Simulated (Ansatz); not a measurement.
Calculated with Ansatz (gas phase, PBE0-D4/def2-TZVP geometries, no zero-point term in ΔE). CCSD(T)/CBS is the MP2 limit (def2-TZVPP, def2-QZVPP) plus CCSD(T) − MP2 in def2-TZVPP, frozen cores. Functionals use def2-TZVPP. Each species was taken in one conformer, which may not be the lowest.

Consider the isomerisation: `O[Si]1(Cl)CO1` → `O=C[SiH](O)Cl`.

CCSD(T)/CBS gives +8.4 kcal/mol.

Problem. Another level gave +7.9 kcal/mol. Which?
A. r2SCAN-D4/def2-TZVPP
B. revPBE-D4/def2-TZVPP
C. LDA (SPW92)/def2-TZVPP
D. SCS-MP2/def2-TZVPP

Solution. D. SCS-MP2/def2-TZVPP 7.9, revPBE-D4 6.5, r2SCAN-D4 9.9, LDA (SPW92) 12.4 kcal/mol.

Problem. What do rigid-rotor, harmonic-oscillator terms from PBE0-D4/def2-TZVP frequencies (298.15 K, 1 bar) make of the CCSD(T)/CBS value? (Best estimate.)

Solution. Ansatz gave: ΔZPE = -2.3 kcal/mol, ΔH = +6.5 kcal/mol, ΔS = 17 J/(mol·K), ΔG = +5.3 kcal/mol.

Largest T1 diagnostic among the species: 0.014.

From BLYP to BHLYP (50 % exact exchange), in def2-TZVPP and without D4, ΔE moves by +2.5 kcal/mol. At CCSD(T), def2-SVP lies −10.3 kcal/mol from the extrapolated value and def2-TZVPP −0.7 kcal/mol. Leaving LDA and LC-ωPBE aside and taking each functional with its dispersion term where it has one, the values, not all of them listed here, spread over 6.5 kcal/mol, from BLYP-D4 to r2SCAN0-D4. LDA lies +4.8 kcal/mol from PBE without D4.
